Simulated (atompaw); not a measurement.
## gadolinium (Gd) PAW (atompaw): all-electron and pseudo phase curves

- Element: gadolinium (Gd)
- Generator: atompaw 4.2.0.5
- Type: PAW
- Functional: PBE
- Relativity: scalar-relativistic
- Frozen core: [Kr] 4d10 4f7
- Valence charge: 11
- Reference configuration: 5s2 5p6 5d1 6s1 6p1
- Partial waves: 5s (bound): rc 1.90 bohr; 6s (bound): rc 2.35 bohr; 5p (bound): rc 2.65 bohr; 6p (bound): rc 2.80 bohr; 5d (bound): rc 1.95 bohr; 5d channel at 0.65 Ry: rc 2.80 bohr
- Local potential: bessel scheme, radius 2.70 bohr
- Core correction: smooth core density matched at 2.40 bohr
- Augmentation charge: besselshape compensation charge, radius 2.70 bohr; PAW radius 2.80 bohr; waves and projectors: custom polynom2 7 10 vanderbiltortho

The phase is arctan(r·u′/u) with u = r·R(r), unwrapped; energies in Ry, scanned from -6 to 5 Ry. A pole is an energy at which the radial function vanishes at the test radius. The pseudo phase is shifted by a multiple of π to meet the all-electron one at the reference energy, and phase errors are pseudo minus all-electron; the curves can meet again beyond the range given. Levels narrower than the energy grid can be missing from the lists of poles.

Q: For each channel, where are the poles, and over which energies does the pseudopotential scatter like the atom?

A:

```tsv
channel	radius (bohr)	reference energy (Ry)	poles, all-electron	poles, pseudo	unbroken range about the reference energy with phases within 0.05 rad	phase error 1 Ry above the reference energy (rad)
s	2.81	-0.36	-3.69, 2.78	-3.69, 2.78	the whole range	+0.001
p	2.81	-0.14	-1.91, 4.21	-1.91, 2.17	below 0.6	-0.200
d	2.81	-0.26	0.58	0.58	below 2.2	-0.000
```

Phases in the p channel:

| E (Ry) | all-electron | pseudo |
| --- | --- | --- |
| -6.00 | 1.412 | 1.410 |
| -5.52 | 1.403 | 1.401 |
| -5.04 | 1.392 | 1.390 |
| -4.56 | 1.379 | 1.377 |
| -4.08 | 1.362 | 1.359 |
| -3.60 | 1.337 | 1.333 |
| -3.12 | 1.294 | 1.289 |
| -2.64 | 1.175 | 1.168 |
| -2.16 | -1.009 | -1.010 |
| -1.68 | -1.678 | -1.680 |
| -1.20 | -1.776 | -1.778 |
| -0.72 | -1.849 | -1.851 |
| -0.24 | -1.944 | -1.944 |
| 0.24 | -2.109 | -2.114 |
| 0.72 | -2.507 | -2.604 |
| 1.20 | -3.473 | -3.912 |
| 1.68 | -4.174 | -4.498 |
| 2.16 | -4.430 | -4.708 |
| 2.64 | -4.550 | -4.849 |
| 3.12 | -4.619 | -5.004 |
| 3.60 | -4.667 | -5.258 |
| 4.08 | -4.704 | -5.837 |
| 4.56 | -4.735 | -6.752 |
